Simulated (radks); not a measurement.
Question: These are the eigenvalues of the occupied orbitals of an atom or ion with whole-number occupations (eV). All-electron calculation, non-relativistic Kohn-Sham, TPSS, spin-polarised, spherical densities, point nucleus; meta-GGA in the generalised Kohn-Sham scheme. Program: a radial shooting solver on a logarithmic mesh with Libxc functionals.

1s down: -64127.84
1s up: -64127.84
2s up: -10817.74
2s down: -10817.70
2p up: -10379.45
2p down: -10379.42
3s up: -2728.348
3s down: -2725.998
3p up: -2525.570
3p down: -2523.404
3d up: -2148.900
3d down: -2147.277
4s up: -802.7610
4s down: -799.1264
4p up: -717.3131
4p down: -713.6540
4d up: -561.8838
4d down: -558.1569
4f up: -357.6478
4f down: -353.7460
5s up: -331.5414
5s down: -329.9957

Which element is it, and in what charge state? The configuration may be excited. Open shells, if any, are filled with parallel spins first.

Answer: Z = 74, tungsten, charge +15: W15+ in [Kr] 4d10 4f11 5s2. The list shows which subshells hold electrons but not how many an open one holds; the 1s level, -2356.7 hartree, gives Z - s = 68.7 by -(Z - s)^2/2, which with screening narrows Z to a few neighbours, and the depths of the outer levels then fix element, charge and occupations together.
